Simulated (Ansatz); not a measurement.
The cluster BeCl₃⁻. Charge -1, multiplicity 1. Geometry PBE0-D4/def2-TZVPD; atoms count from 1.

| atom | x (Å) | y (Å) | z (Å) |
| --- | --- | --- | --- |
| Be1 | 0.0007 | 0.0001 | -0.0001 |
| Cl2 | -0.1344 | 0.9712 | 1.6628 |
| Cl3 | 0.3339 | -1.9011 | 0.0170 |
| Cl4 | -0.2002 | 0.9298 | -1.6797 |

The structure comes from a short search, and lower isomers may exist.

Estimate the Mulliken populations from the PBE0/def2-TZVPD orbitals of Ansatz.


```csv
atom,charge (e)
Be1,0.04
Cl2,-0.35
Cl3,-0.35
Cl4,-0.35
```
Mulliken values depend strongly on the basis. With diffuse functions, as here, like atoms can get unlike values, and bond orders can come out too low or too high.

And the Mayer bond orders between heavy atoms (over 0.3)?

Be1–Cl2 1.02 (1.93 Å); Be1–Cl3 1.02 (1.93 Å); Be1–Cl4 1.02 (1.93 Å).
